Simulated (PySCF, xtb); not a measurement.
O₃Os, SMILES [O]=[Os](=[O])=[O], multiplicity 1.

Harmonic wavenumbers (cm⁻¹) from GFN2-xTB in xtb 6.7.1 at its own minimum, in rising order: 261, 261, 279, 889, 964, 964.

Q: What does PBE-D3(BJ)/def2-TZVP in PySCF 2.14.0 give at its own minimum? (An estimate is asked for; the answer gives what the named calculation found.)

A: 116, 298, 298, 973, 973, 1004. Paired by order, the mean absolute difference is 56 cm⁻¹ and the zero-point energies are 5.2 and 5.2 kcal/mol.
